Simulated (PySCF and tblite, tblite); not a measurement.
One step of a conformer study of C9H8O3S2, numbered as in [CH3:1][O:2][C:3](=[O:4])[c:5]1[cH:6][c:7]2[s:8][c:9]([O:10][CH3:11])[cH:12][c:13]2[s:14]1: GFN2-xTB geometry optimisation, gas phase in tblite 0.8.0; conformer with 0°, 180°, 180°.

Torsions listed: C1–O2–C3–O4, O2–C3–C5–S14, S8–C9–O10–C11.

Input:

```
{"job": {"xc": "GFN2-xTB", "basis": "xTB", "kind": "relax"}, "charge": 0, "multiplicity": 1}
C      5.154400    -0.353100    -0.568300
O      3.770400     0.003500    -0.381400
C      2.900700    -0.957900    -0.791500
O      3.226400    -2.011800    -1.308100
C      1.529400    -0.503500    -0.543800
C      1.097300     0.685500     0.010400
C     -0.321000     0.751600     0.072600
S     -1.473700     1.918500     0.651800
C     -2.781000     0.881900     0.200400
O     -4.028200     1.337700     0.445000
C     -5.103100     0.486300     0.068100
C     -2.355800    -0.303000    -0.362000
C     -0.933000    -0.361400    -0.417200
S      0.232900    -1.532900    -1.003000
H      5.758000     0.483200    -0.195600
H      5.355400    -0.488500    -1.619800
H      5.398500    -1.247800     0.004300
H      1.761500     1.465100     0.362900
H     -5.101800     0.308200    -1.004100
H     -5.056800    -0.454700     0.629000
H     -6.038800     0.999900     0.332200
H     -3.002100    -1.087200    -0.715100
```

Launched as:

```sh
OMP_NUM_THREADS=1 python ens_run.py task.json out
```

Output (atoms count from 0 there):

```
step      E/eV     max force
  0   -1143.82802    1.701
  1   -1143.90959    0.995
  2   -1143.92691    0.601
  3   -1143.93739    0.217
  4   -1143.94569    0.239
  5   -1143.95134    0.171
  6   -1143.95404    0.130
  7   -1143.95633    0.092
  8   -1143.95765    0.091
  9   -1143.95843    0.068
 10   -1143.95890    0.049
 11   -1143.95926    0.051
 12   -1143.95962    0.051
 13   -1143.95996    0.034
 14   -1143.95996    0.034
 15   -1143.96010    0.028
 16   -1143.96024    0.031
 17   -1143.96028    0.026
 18   -1143.96034    0.025
 19   -1143.96043    0.016
 20   -1143.96047    0.015
 21   -1143.96052    0.019
 22   -1143.96056    0.020
 23   -1143.96059    0.013
 24   -1143.96061    0.012
 25   -1143.96064    0.015
 26   -1143.96066    0.015
 27   -1143.96068    0.011
 28   -1143.96070    0.011
 29   -1143.96072    0.010
 30   -1143.96074    0.013
 31   -1143.96076    0.012
 32   -1143.96079    0.016
 33   -1143.96083    0.019
 34   -1143.96087    0.018
 35   -1143.96092    0.023
 36   -1143.96097    0.023
 37   -1143.96101    0.017
 38   -1143.96105    0.015
 39   -1143.96107    0.011
 40   -1143.96110    0.012
 41   -1143.96112    0.012
 42   -1143.96114    0.016
 43   -1143.96115    0.016
 44   -1143.96116    0.013
 45   -1143.96118    0.009
 46   -1143.96119    0.010
 47   -1143.96119    0.008
 48   -1143.96120    0.004
```
